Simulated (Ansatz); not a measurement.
`CC(C)(C)[NH][Ge]([F])([Cl])[Cl]` at its PBE0-D4/def2-TZVP geometry, where that method's forces vanish. The species carries charge 0 and has multiplicity 1.

```xyz
19

C     0.4571    1.3611    0.8868
C     0.2753   -0.0911    0.4505
C     0.4110   -1.0195    1.6520
C     1.3138   -0.4529   -0.6012
N    -1.0676   -0.3068   -0.1094
Ge   -1.5773    0.1340   -1.7683
F    -0.8800    1.6115   -2.3340
Cl   -1.0354   -1.2803   -3.2540
Cl   -3.6855    0.3842   -1.7643
H     0.3580    2.0358    0.0338
H    -0.2954    1.6368    1.6306
H     1.4427    1.5136    1.3338
H    -0.3470   -0.7912    2.4068
H     0.2885   -2.0603    1.3475
H     1.3915   -0.9024    2.1188
H     2.3169   -0.3474   -0.1845
H     1.1860   -1.4826   -0.9399
H     1.2540    0.2111   -1.4691
H    -1.8065   -0.1538    0.5640
```

Question: What forces (eV/Å) does ωB97M-V/def2-TZVPP give on these atoms in Ansatz 0.2.0? (Estimate.)

Answer: Computed: 
```
C1   0.021  0.153  0.046
C2   0.079 -0.003  0.066
C3   0.040 -0.095  0.135
C4   0.109 -0.039 -0.116
N5  -0.196  0.008 -0.056
Ge6 -0.023 -0.073  0.000
F7   0.029  0.055 -0.006
Cl8  0.003  0.006  0.002
Cl9  0.016  0.000 -0.003
H10  0.004 -0.041  0.039
H11  0.037 -0.024 -0.044
H12 -0.058 -0.017 -0.031
H13  0.039 -0.008 -0.052
H14  0.007  0.067  0.012
H15 -0.056 -0.006 -0.030
H16 -0.057 -0.004 -0.020
H17 -0.002  0.054  0.021
H18 -0.007 -0.027  0.037
H19  0.016 -0.006 -0.002
```
